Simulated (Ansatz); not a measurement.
Input for Ansatz (a program for electronic structure): R-PBE/def2-TZVPP on CH6InN (SMILES [CH3][InH][NH2]), a point of a torsion scan. Elements past Kr take the def2 small-core potentials; no spin–orbit coupling.

Ansatz 0.2 input:
```yaml
crystal:
  periodic: [false, false, false]
  atoms:
    - {symbol: C, position_ang: [-1.66933526, 0.27866684, -0.19263351]}
    - {symbol: In, position_ang: [0.10620914, -0.38903375, 0.94907820]}
    - {symbol: N, position_ang: [0.20162713, -2.33759561, 1.52902729]}
    - {symbol: H, position_ang: [-2.45053451, -0.45522821, 0.00146255]}
    - {symbol: H, position_ang: [-2.00289558, 1.26490136, 0.12231402]}
    - {symbol: H, position_ang: [-1.44738107, 0.29860085, -1.25806407]}
    - {symbol: H, position_ang: [1.37375551, 0.59641706, 1.59703906]}
    - {symbol: H, position_ang: [-0.26619808, -3.00273960, 0.92293079]}
    - {symbol: H, position_ang: [1.11192538, -2.72321570, 1.75332811]}
basis:
  gaussian:
    orbitals: def2-TZVPP
hamiltonian:
  xc: {name: PBE}
scf: {lower_state_search: off}
```

Problem. Predict the final total energy.

Solution. -286.5049 hartree.
